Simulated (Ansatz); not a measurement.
A structure relaxed at PBE0-D4/def2-TZVPD in Ansatz, charge -1, doublet:

```xyz
4

Be    0.424   -1.233   -0.967
Be    0.041    0.626    1.499
S    -1.146   -0.192   -0.031
S     0.682    0.799   -0.500
```

Give its formula and point group.

the cluster Be₂S₂⁻. Point group C2v (tolerance 0.1 Å).

Summarise the bond lengths by kind (pairs closer than 1.2 times the sum of covalent radii, bridged metal pairs left out).

4 × Be–S 2.10 to 2.11 Å; 1 × S–S 2.13 Å.

The highest occupied level of the charge -1 doublet lies above zero (up to 0.13 eV). The electron is either unbound and held by the finite basis, or the level is raised by self-interaction error. Another isomer (doublet) lies 4.38 eV lower at PBE0-D4/def2-TZVPD; other spin states weren't run for this one.
